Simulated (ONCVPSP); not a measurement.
Transferability test, ONCV potential for B (Z = 5)

boron, optimised norm-conserving Vanderbilt (ONCV), made with ONCVPSP 4.0.1 (PBE, scalar-relativistic). Core [He], reference 2s2 (charge +1). Waves: 2s: rc 1.05 bohr, ncon 4, nbas 9, qcut 7.1 1/bohr, 3 projectors, debl 1.9 Ha; p scattering state at 0.06 Ha: rc 0.90 bohr, ncon 3, nbas 6, qcut 8.5 1/bohr, 1 projector; d scattering state at 0.22 Ha: rc 0.90 bohr, ncon 3, nbas 7, qcut 10.8 1/bohr, 2 projectors, debl 4 Ha. Local part: polynomial inside 0.75 bohr (lpopt 5, dvloc0 0 Ha). Core correction: Teter function, fcfact 4, rcfact 1.75.

Energies are relative to the spin-unpolarised reference configuration 2s2; without spin polarisation the order of configurations can differ from experiment.

| valence configuration | charge | ΔE all-electron (eV) | error AE − PS (meV) |
| --- | --- | --- | --- |
| 2s1 | +2 | 25.422 | +6.8 |
| 2s2 2p0.5 | +0.5 | -5.332 | -0.1 |
| 2s1 2p1 | +1 | 6.141 | +5.0 |

Question: What are ΔE and the potential's error for 2s2 2p1?

Answer: ΔE = -8.219 eV all-electron; the error (AE − PS) is +0.5 meV.

Levels in the configuration 2s1 2p1:

```json
{"level": "2s", "all-electron (eV)": "-19.592", "pseudo (eV)": "-19.580"}
{"level": "2p", "all-electron (eV)": "-13.457", "pseudo (eV)": "-13.455"}
```

Note: ghosts flagged at negative energy: s at -197.0 eV; no localised positive-energy state flagged. A true bound ghost makes a file unfit for plane-wave use.
